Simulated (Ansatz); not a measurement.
diiodomethane (SMILES ICI) moved off its minimum; all values from Ansatz (a quantum-chemistry and plane-wave program), cores frozen in correlated methods. Elements past Kr take the def2 small-core potentials, without spin–orbit coupling.
(charge 0, multiplicity 1)
```xyz
5

I     -1.8493     0.1121     0.0086
C      0.0102    -1.0841     0.0688
I      1.7817     0.1184     0.0558
H      0.0761    -1.6196     0.9589
H     -0.0181    -1.6987    -0.8460
```

Forces at wB97M-V/def2-TZVPP (eV/Å):

| atom | Fx | Fy | Fz |
|---|---|---|---|
| I1 | 0.978 | -0.683 | 0.151 |
| C2 | -0.476 | 1.410 | -1.993 |
| I3 | -0.295 | -0.160 | -0.118 |
| H4 | -0.312 | -0.902 | 1.248 |
| H5 | 0.105 | 0.336 | 0.712 |

Question: Give the forces (eV/Å), the total energy and the dipole at CCSD(T)/def2-TZVPPD.

Answer: 
| atom | Fx | Fy | Fz |
|---|---|---|---|
| I1 | 0.657 | -0.525 | 0.142 |
| C2 | -0.474 | 1.183 | -1.989 |
| I3 | 0.027 | 0.010 | -0.121 |
| H4 | -0.310 | -0.954 | 1.332 |
| H5 | 0.099 | 0.286 | 0.635 |
Energy -632.8695 hartree, dipole 1.10 D.
